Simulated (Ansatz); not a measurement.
Steps of a relaxation of CH₅FGaNSi (`F[SiH2]/N=[CH]/[GaH2]`) with RKS PBE0-D4/def2-TZVP.

```sh
$ ansatz run in.yaml --threads 4 --pin off --events-out ev --progress --plain --max-ram 10444MiB
```

```yaml
crystal:
  periodic: [false, false, false]
  atoms:
    - {symbol: F, position_ang: [-1.684706, -2.119570, -0.882429]}
    - {symbol: Si, position_ang: [-1.568226, -0.490941, -0.726880]}
    - {symbol: N, position_ang: [-0.027223, -0.022449, -0.024795]}
    - {symbol: C, position_ang: [1.031920, -0.631329, 0.391410]}
    - {symbol: Ga, position_ang: [1.735145, 1.161125, 0.847583]}
    - {symbol: H, position_ang: [-2.641869, -0.014868, 0.199156]}
    - {symbol: H, position_ang: [-1.650848, 0.132190, -2.084144]}
    - {symbol: H, position_ang: [1.146658, -1.742276, 0.356113]}
    - {symbol: H, position_ang: [1.307375, 1.731604, 2.247984]}
    - {symbol: H, position_ang: [2.434872, 1.945315, -0.321099]}
basis:
  gaussian: {orbitals: def2-TZVP}
hamiltonian: {xc: pbe0, dispersion: d4}
relax: {f_tol: 0.005, max_steps: 150}
```

Positions (Å) and forces (eV/Å) along the path, 8 of 8 steps:

```xyz
10
step=1 energy=-65568.4080 eV
F    -1.685   -2.120   -0.882    0.041    1.246    0.096
Si   -1.568   -0.491   -0.727    0.465   -0.743    0.154
N    -0.027   -0.022   -0.025    0.212   -0.565    0.056
C     1.032   -0.631    0.391   -0.712    0.031   -0.305
Ga    1.735    1.161    0.848   -0.174   -0.055   -0.091
H    -2.642   -0.015    0.199    0.225   -0.161   -0.220
H    -1.651    0.132   -2.084    0.003   -0.192    0.297
H     1.147   -1.742    0.356   -0.096    0.587    0.004
H     1.307    1.732    2.248    0.081   -0.061   -0.137
H     2.435    1.945   -0.321   -0.045   -0.086    0.145
10
step=2 energy=-65568.4603 eV
F    -1.673   -2.102   -0.879    0.051    0.757    0.071
Si   -1.557   -0.490   -0.722    0.269   -0.590    0.079
N    -0.032   -0.017   -0.025   -0.188   -0.120   -0.088
C     1.015   -0.623    0.386   -0.092   -0.031   -0.042
Ga    1.718    1.161    0.839   -0.044   -0.088   -0.029
H    -2.629   -0.033    0.192    0.049   -0.036   -0.051
H    -1.645    0.116   -2.070    0.000   -0.040    0.068
H     1.123   -1.721    0.349   -0.027    0.175    0.002
H     1.323    1.724    2.242    0.001   -0.010   -0.029
H     2.441    1.935   -0.309   -0.021   -0.016    0.018
10
step=3 energy=-65568.4748 eV
F    -1.654   -2.075   -0.872    0.007   -0.007    0.002
Si   -1.543   -0.487   -0.715    0.010   -0.041    0.001
N    -0.035   -0.014   -0.024   -0.017    0.037   -0.004
C     1.009   -0.624    0.385    0.034   -0.019    0.016
Ga    1.713    1.151    0.836   -0.027    0.008   -0.011
H    -2.618   -0.039    0.193   -0.016    0.018    0.007
H    -1.635    0.113   -2.061   -0.006    0.023   -0.014
H     1.110   -1.716    0.345   -0.003   -0.024   -0.004
H     1.310    1.716    2.232    0.007    0.003    0.008
H     2.425    1.925   -0.316    0.010    0.002   -0.002
10
step=4 energy=-65568.4750 eV
F    -1.652   -2.077   -0.873    0.005   -0.001    0.001
Si   -1.543   -0.489   -0.716   -0.010   -0.008   -0.005
N    -0.036   -0.015   -0.023    0.003    0.026    0.005
C     1.008   -0.625    0.386    0.022   -0.017    0.007
Ga    1.710    1.153    0.834   -0.011   -0.003   -0.005
H    -2.619   -0.039    0.191   -0.002    0.001    0.001
H    -1.637    0.116   -2.060    0.001    0.004   -0.001
H     1.110   -1.717    0.345   -0.006   -0.002   -0.002
H     1.314    1.717    2.234    0.000    0.001   -0.001
H     2.428    1.924   -0.315   -0.001   -0.001   -0.001
10
step=5 energy=-65568.4751 eV
F    -1.649   -2.077   -0.874    0.003    0.000    0.001
Si   -1.543   -0.489   -0.715   -0.010    0.004   -0.005
N    -0.035   -0.014   -0.022    0.014    0.016    0.006
C     1.009   -0.626    0.386    0.005   -0.016    0.005
Ga    1.708    1.153    0.833   -0.008    0.000   -0.004
H    -2.620   -0.039    0.192    0.002   -0.004   -0.001
H    -1.636    0.118   -2.059    0.001   -0.002    0.003
H     1.108   -1.719    0.346   -0.004    0.004   -0.003
H     1.313    1.718    2.233   -0.001   -0.001   -0.002
H     2.427    1.923   -0.317   -0.002   -0.002    0.000
10
step=6 energy=-65568.4753 eV
F    -1.640   -2.074   -0.876   -0.001    0.001   -0.001
Si   -1.539   -0.486   -0.714   -0.007    0.022    0.000
N    -0.032   -0.012   -0.017    0.019   -0.006    0.011
C     1.009   -0.630    0.391   -0.012   -0.012   -0.021
Ga    1.702    1.152    0.830    0.000    0.010    0.005
H    -2.619   -0.041    0.193    0.007   -0.009   -0.006
H    -1.632    0.127   -2.055    0.001   -0.010    0.008
H     1.103   -1.724    0.345   -0.004    0.012    0.006
H     1.309    1.720    2.229   -0.001   -0.001   -0.002
H     2.421    1.918   -0.323   -0.002   -0.004    0.001
10
step=7 energy=-65568.4753 eV
F    -1.634   -2.072   -0.878   -0.001    0.001    0.001
Si   -1.538   -0.484   -0.712    0.000    0.010   -0.002
N    -0.029   -0.011   -0.015    0.008   -0.007   -0.005
C     1.011   -0.633    0.390   -0.018   -0.008    0.015
Ga    1.699    1.152    0.828    0.006    0.009   -0.002
H    -2.618   -0.044    0.195    0.005   -0.004   -0.002
H    -1.631    0.131   -2.053    0.000   -0.005    0.004
H     1.099   -1.727    0.348    0.003    0.008   -0.008
H     1.306    1.721    2.227   -0.001   -0.004   -0.002
H     2.419    1.915   -0.327   -0.001    0.000    0.001
10
step=8 energy=-65568.4753 eV
F    -1.636   -2.071   -0.877    0.000    0.000    0.000
Si   -1.537   -0.484   -0.712    0.000    0.001    0.000
N    -0.029   -0.011   -0.016   -0.001   -0.001    0.000
C     1.010   -0.633    0.391    0.000    0.000    0.000
Ga    1.699    1.153    0.828    0.000   -0.001    0.000
H    -2.616   -0.043    0.196    0.000    0.000    0.000
H    -1.632    0.129   -2.053    0.000    0.000    0.000
H     1.100   -1.726    0.347    0.001   -0.001    0.000
H     1.304    1.720    2.227    0.000    0.000    0.000
H     2.420    1.915   -0.326    0.000    0.000    0.000
```

Hardware: 4 threads of an AMD EPYC 7R43 on a shared host. Wall time 35 s, peak host memory 0.64 GiB.
